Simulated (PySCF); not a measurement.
# How ionic is MF along the lanthanides?

PBE0 in PySCF with x2c-SVPall on every atom, spin-free X2C, for the lowest determinant that a PBE0 search found; no spin–orbit coupling. A negative dipole means M(+)F(−).

```
 M   state (unpaired electrons)  Re (Å)  μ (D)
Ce   quartet (f population 1.1)   2.008  -2.68
Pm    septet (f population 5.0)   2.053  -3.13
Sm     octet (f population 6.0)   2.057  -3.30
Eu     nonet (f population 7.0)   2.051  -3.39
Gd     octet (f population 7.1)   1.948  -1.74
Tb    septet (f population 8.2)   1.943  -1.90
Dy    sextet (f population 9.5)   1.970  -2.54
Ho  quintet (f population 10.5)   1.975  -2.70
Er  quartet (f population 11.4)   1.951  -2.56
Tm  triplet (f population 12.6)   1.966  -3.00
```

Q: Give the ionic character |μ|/(e·Re) of each, with 1 e·Å = 4.803 D, and the positive end.

A: CeF 28 % (Ce positive), PmF 32 % (Pm positive), SmF 33 % (Sm positive), EuF 34 % (Eu positive), GdF 19 % (Gd positive), TbF 20 % (Tb positive), DyF 27 % (Dy positive), HoF 28 % (Ho positive), ErF 27 % (Er positive), TmF 32 % (Tm positive). Lone pairs and polarisation enter μ too, so this number is only a rough measure of charge transfer.

Spin–orbit coupling is left out. The state is the lowest single determinant that the PBE0 search found; with open d or f shells the true ground state can be another one.
